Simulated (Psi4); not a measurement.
CH3AlF2 (SMILES [CH3][Al]([F])[F]), singlet, at a GFN2-xTB geometry (such geometries of metal compounds can be far from the true shape). Base run: HF/6-31G run with Psi4.

Psi4 was given this input:
```
memory 2 GB

molecule {
0 1
  Al    0.05180306    0.04011766    0.00222470
  C    -1.50805595   -1.16573156   -0.06233932
  H    -1.30669362   -2.03874718   -0.68318980
  H    -2.37664668   -0.64890162   -0.46820696
  H    -1.76055472   -1.53755322    0.93063349
  F     0.01100760    1.60162551   -0.52911869
  F     1.52441362   -0.41295198    0.59199405
}

set basis 6-31g

energy('scf')
print_variables()
```

Variants of this job, named by their change:

```csv
change,ΔE vs base (mEh),point group used,SCF cycles
base,0.000,c1,7
jitter_ang = 0.002,-0.049,c1,7
molecule keys = no_reorient,0.000,c1,7
"molecule keys = symmetry c1, no_reorient, no_com",0.000,c1,7
molecule keys = symmetry c1,0.000,c1,7
```
